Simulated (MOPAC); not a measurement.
MOPAC input (PM6):

```
PM6 1SCF UHF MS=0.5 GEO-OK AUX(PRECISION=9) THREADS=1
H4NO3Si

N    -0.28230100 1   -0.35341900 1    1.69734200 1
Si   -0.01120100 1   -0.00678600 1    0.01061300 1
O     1.57647800 1   -0.24093200 1   -0.32693800 1
O    -0.34286100 1    1.55696900 1   -0.34143800 1
O    -1.00303000 1   -0.97626800 1   -0.85243000 1
H    -1.27053400 1   -0.42114500 1    1.94949200 1
H     2.05592100 1   -0.86985600 1    0.21816900 1
H     0.37235400 1    2.18905800 1   -0.22989500 1
H    -0.86951500 1   -1.04727300 1   -1.80129200 1
```

From the output:

```
                                                       MOPAC v23.2.5 Linux

          FINAL HEAT OF FORMATION =       -178.66503 KCAL/MOL =    -747.53447 KJ/MOL

          COSMO AREA              =        109.65 SQUARE ANGSTROMS
          COSMO VOLUME            =         96.12 CUBIC ANGSTROMS

          IONIZATION POTENTIAL    =         10.193351 EV
          ALPHA SOMO LUMO (EV)    =        -11.392  0.846
          BETA  SOMO LUMO (EV)    =        -10.193 -1.558
          NO. OF ALPHA ELECTRONS  =         16
          NO. OF BETA  ELECTRONS  =         15
          MOLECULAR WEIGHT        =         94.1220         POINT GROUP:  C1

          MOLECULAR DIMENSIONS (Angstroms)

            Atom       Atom       Distance
            H     9    H     6     3.82377
            H     8    H     7     3.51219
            O     5    H     7     2.74243

          SCF CALCULATIONS        =          1

   ATOM   CHEMICAL          X               Y               Z
  NUMBER   SYMBOL      (ANGSTROMS)     (ANGSTROMS)     (ANGSTROMS)

     1       N         -0.28230100  *  -0.35341900  *   1.69734200  *
     2      Si         -0.01120100  *  -0.00678600  *   0.01061300  *
     3       O          1.57647800  *  -0.24093200  *  -0.32693800  *
     4       O         -0.34286100  *   1.55696900  *  -0.34143800  *
     5       O         -1.00303000  *  -0.97626800  *  -0.85243000  *
     6       H         -1.27053400  *  -0.42114500  *   1.94949200  *
     7       H          2.05592100  *  -0.86985600  *   0.21816900  *
     8       H          0.37235400  *   2.18905800  *  -0.22989500  *
     9       H         -0.86951500  *  -1.04727300  *  -1.80129200  *

                             CARTESIAN COORDINATES

   1    N       -0.282301000    -0.353419000     1.697342000
   2   Si       -0.011201000    -0.006786000     0.010613000
   3    O        1.576478000    -0.240932000    -0.326938000
   4    O       -0.342861000     1.556969000    -0.341438000
   5    O       -1.003030000    -0.976268000    -0.852430000
   6    H       -1.270534000    -0.421145000     1.949492000
   7    H        2.055921000    -0.869856000     0.218169000
   8    H        0.372354000     2.189058000    -0.229895000
   9    H       -0.869515000    -1.047273000    -1.801292000

           Empirical Formula: H4 N O3 Si  =     9 atoms

      MOLECULAR POINT GROUP   :   C1

          ALPHA EIGENVALUES
 -30.35501 -30.19022 -29.98049 -28.51872 -19.38182 -18.46874 -18.19361 -16.13910
 -14.08057 -13.81154 -13.74221 -13.66781 -13.36839 -12.47259 -12.01382 -11.39161
   0.84649   1.04905   1.27843   1.51396   1.71175   1.86930   3.90299   4.30177
   4.40399   5.36785   5.64771   5.70741   5.92042

           BETA EIGENVALUES
 -30.29746 -30.16557 -29.93055 -26.39220 -19.30533 -18.44718 -18.14123 -15.64467
 -13.97925 -13.70231 -13.65944 -13.23928 -12.93852 -12.39562 -10.19335  -1.55755
   1.05386   1.09856   1.48933   1.61128   1.88456   2.68619   4.26786   4.34932
   4.44391   5.39077   5.65391   5.71242   6.36227

              NET ATOMIC CHARGES AND DIPOLE CONTRIBUTIONS

  ATOM NO.   TYPE          CHARGE      No. of ELECS.   s-Pop       p-Pop       d-Pop
    1          N          -0.327016        5.3270     1.70781     3.61920
    2         Si           0.463135        3.5369     0.84806     1.18763     1.50117
    3          O          -0.504770        6.5048     1.68093     4.82384
    4          O          -0.475770        6.4758     1.68273     4.79304
    5          O          -0.482434        6.4824     1.67426     4.80817
    6          H           0.239251        0.7607     0.76075
    7          H           0.365597        0.6344     0.63440
    8          H           0.360348        0.6397     0.63965
    9          H           0.361657        0.6383     0.63834
 DIPOLE           X         Y         Z       TOTAL
 POINT-CHG.     0.988    -0.213     0.002     1.011
 HYBRID        -0.262     0.047    -0.690     0.740
 SUM            0.726    -0.166    -0.688     1.014

          ATOMIC ORBITAL ELECTRON POPULATIONS

     Atom    s        px        py        pz      x^2-y^2     xz        z^2       yz        xy
    1  N   1.70781   1.29489   0.95531   1.36900
    2 Si   0.84806   0.39201   0.38445   0.41117   0.35514   0.28084   0.32885   0.28093   0.25542
    3  O   1.68093   1.53876   1.62300   1.66207
    4  O   1.68273   1.56420   1.47073   1.75811
    5  O   1.67426   1.71693   1.72019   1.37105
    6  H   0.76075
    7  H   0.63440
    8  H   0.63965
    9  H   0.63834

                    (SZ)    =    0.500000
                    (S**2)  =    0.760195

          ATOMIC ORBITAL SPIN POPULATIONS

    Atom   Total    s     px     py     pz   x^2-y^2  xz     z^2    yz     xy
         Atomic
    1  N  1.0485  0.032  0.040  0.880  0.096
    2 Si -0.0423 -0.021 -0.008  0.012 -0.015 -0.001 -0.016 -0.011  0.018 -0.002
    3  O -0.0003  0.000 -0.001  0.003 -0.002
    4  O  0.0290  0.002  0.001  0.001  0.025
    5  O  0.0126  0.002  0.000  0.007  0.003
    6  H -0.0444 -0.044
    7  H -0.0009 -0.001
    8  H -0.0023 -0.002
    9  H  0.0001  0.000

 **********************
 *                    *
 * JOB ENDED NORMALLY *
 *                    *
 **********************

 == MOPAC DONE ==
```

The geometry given is a B3LYP-D3(BJ)/def2-TZVP minimum.
